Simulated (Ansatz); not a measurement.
PBE exchange is replaced step by step with exact exchange (0 % is PBE, 25 % PBE0; no dispersion term), basis def2-TZVP, Ansatz. System: the cluster GeC₂⁺. Total charge 1; doublet. Geometry: r2SCAN-D4/def2-TZVP, each spin state at its own.

Geometry of the doublet:

Cartesian coordinates in Å:
```
Ge -0.3198 -0.8637 1.3684
C 0.0351 0.1081 -0.1740
C 0.2848 0.7556 -1.1945
```

At PBE with 35 % exact exchange/def2-TZVP, PBE with 50 % exact exchange/def2-TZVP the charge 1 doublet is spin-contaminated (final ⟨S²⟩ up to 0.88, 0.75 for a pure state). Another isomer (doublet) lies 0.02 eV lower at PBE-D4/def2-TZVP.

HOMO and LUMO are taken over both spins.

```json
{"exact exchange (%)": "0", "HOMO (eV)": "-13.86", "LUMO (eV)": "-12.11", "gap (eV)": "1.75", "⟨S²⟩": "0.782", "quartet − doublet (kJ/mol)": "263.9"}
{"exact exchange (%)": "5", "HOMO (eV)": "-14.06", "LUMO (eV)": "-11.81", "gap (eV)": "2.25", "⟨S²⟩": "0.788", "quartet − doublet (kJ/mol)": "263.1"}
{"exact exchange (%)": "10", "HOMO (eV)": "-14.26", "LUMO (eV)": "-11.50", "gap (eV)": "2.76", "⟨S²⟩": "0.795", "quartet − doublet (kJ/mol)": "262.2"}
{"exact exchange (%)": "15", "HOMO (eV)": "-14.47", "LUMO (eV)": "-11.20", "gap (eV)": "3.27", "⟨S²⟩": "0.802", "quartet − doublet (kJ/mol)": "261.2"}
{"exact exchange (%)": "25", "HOMO (eV)": "-14.89", "LUMO (eV)": "-10.59", "gap (eV)": "4.31", "⟨S²⟩": "0.820", "quartet − doublet (kJ/mol)": "258.9"}
{"exact exchange (%)": "35", "HOMO (eV)": "-15.32", "LUMO (eV)": "-9.98", "gap (eV)": "5.35", "⟨S²⟩": "0.842", "quartet − doublet (kJ/mol)": "256.5"}
{"exact exchange (%)": "50", "HOMO (eV)": "-15.99", "LUMO (eV)": "-9.06", "gap (eV)": "6.93", "⟨S²⟩": "0.885", "quartet − doublet (kJ/mol)": "252.8"}
```
